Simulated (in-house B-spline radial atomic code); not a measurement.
## PBE excitations of Ti V (Ti4+)

Method: PBE. Computed with an all-electron radial atomic-structure program (B-spline basis): linear response of the closed shell [Ne] 3s2 3p6 with the functional's adiabatic kernel; non-relativistic, point nucleus, no spin-orbit coupling, no double excitations, S, P, D and F terms only. Only terms of natural parity with L up to 3 were computed.

Command:
```bash
python run_td.py task.json out
```
Settings (radii: box in bohr, nucleus in fm):
```
Z                        22
electrons                18
configuration            [Ne] 3s2 3p6
hamiltonian              nr
method                   pbe,pbe
box_radius               19.1
intervals                53
```

Cost of the run: 0.6 s on 1 thread of Arm Neoverse N1 (shared host).

The lowest states, in the order of their Tamm-Dancoff energies; the method's threshold (minus the highest occupied level) is 89.34 eV. Labels give the largest channel, * marks a mixed state, and oscillator strengths are full-response dipole values. Semilocal kernels can invert the small singlet-triplet splittings of Rydberg terms. Energies in eV:

| state | full response | Tamm-Dancoff | oscillator strength |
| --- | --- | --- | --- |
| 3p → 3d 3P | 33.95 | 34.08 | - |
| 3p → 3d 3F | 34.28 | 34.44 | - |
| 3p → 3d 1F | 37.62 | 37.64 | - |
| 3p → 3d 1P | ? | ? | ? |
| 3p → 4s 3P | ? | ? | - |
| 3p → 4s 1P | 52.58 | 52.76 | 0.0963 |
| 3p → 4p 3S | 57.62 | 57.64 | - |
| 3p → 4p 3D | 58.02 | 58.05 | - |
| 3p → 4p 1D | 58.57 | 58.58 | - |
| 3s → 3d 3D | 58.97 | 59.02 | - |

Where does 3p → 3d 1P lie?

At 48.48 eV in full response, 50.48 eV in Tamm-Dancoff, oscillator strength 4.28.

Where does 3p → 4s 3P lie?

At 51.85 eV in full response, 51.86 eV in Tamm-Dancoff.

How large is the singlet-triplet splitting of 3p → 3d (F terms) in Tamm-Dancoff?

3.2 eV, from the unrounded values.

What polarisabilities and dispersion coefficient does the method give?

Dipole 1.499 bohr³, quadrupole 1.994 bohr⁵, C6 3.261 hartree·bohr⁶ for two such species.
